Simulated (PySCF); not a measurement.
ClZn, neutral, multiplicity 2. Atoms are numbered in the order given.

```xyz
2

Zn     0.0000     0.0000    -0.7867
Cl     0.0000     0.0000     1.3883
```
Charge 0, spin multiplicity 2.

The structure is a stationary point at PBE-D3(BJ)/def2-TZVP. The multiplicity is an assumed one; other spin states were not compared.

The numbers are results of PBE/def2-TZVPD in PySCF, not measurements.

Computed frontier levels, dipole moment and polarisability:
```
Property                                                           Value
-----------------------------------------------  -----------------------
α spin, highest occupied and lowest empty level       -5.74 and -1.73 eV
β spin, highest occupied and lowest empty level       -7.31 and -4.63 eV
dipole moment                                                     2.62 D
mean static polarisability                          49.2 bohr³ (7.30 Å³)
polarisability, principal values                  42.4, 42.4, 62.9 bohr³
⟨S²⟩                                             0.752 (pure state 0.75)
```
